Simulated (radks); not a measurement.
Ta34+, configuration [Kr] 4d3.

Method: scalar-relativistic Kohn-Sham, SCAN, spin-polarised, spherical densities, finite nucleus; open shells are filled with parallel spins first (spin-orbit coupling, left out, can overturn this in heavy ions); meta-GGA in the generalised Kohn-Sham scheme; Fermi nuclear charge, rms radius 5.3507 fm; computed with a radial shooting solver on a logarithmic mesh with Libxc functionals.

Energy parts (eV):
| part | energy |
|---|---|
| total | -407069.39 |
| kinetic | 448932.27 |
| electron-nucleus | -947831.74 |
| Hartree | 98950.97 |
| exchange-correlation | -7120.88 |

Orbitals (lengths in bohr, moments of r in powers of bohr; r(max) is where P^2 peaks):
| orbital | occ. | eigenvalue (eV) | r(max) |
|---|---|---|---|
| 1s up | 1 | -68818.91 | 0.01168 |
| 1s down | 1 | -68818.71 | 0.01168 |
| 2s up | 1 | -13001.82 | 0.06679 |
| 2s down | 1 | -12999.02 | 0.06679 |
| 2p up | 3 | -11562.82 | 0.05477 |
| 2p down | 3 | -11560.20 | 0.05476 |
| 3s up | 1 | -4027.275 | 0.1877 |
| 3s down | 1 | -4025.603 | 0.1877 |
| 3p up | 3 | -3595.721 | 0.1854 |
| 3p down | 3 | -3593.713 | 0.1855 |
| 3d up | 5 | -3100.500 | 0.1511 |
| 3d down | 5 | -3097.404 | 0.1512 |
| 4s up | 1 | -1758.612 | 0.4081 |
| 4s down | 1 | -1746.994 | 0.4079 |
| 4p up | 3 | -1600.046 | 0.4207 |
| 4p down | 3 | -1588.680 | 0.4206 |
| 4d up | 3 | -1406.145 | 0.4167 |

The highest occupied level is 4d up at -1406.1 eV. The density falls to 0.001 e/bohr^3 at r = 1.13 bohr.

Empty levels of this run are not shown, since the potential may be unsettled where no density lies.
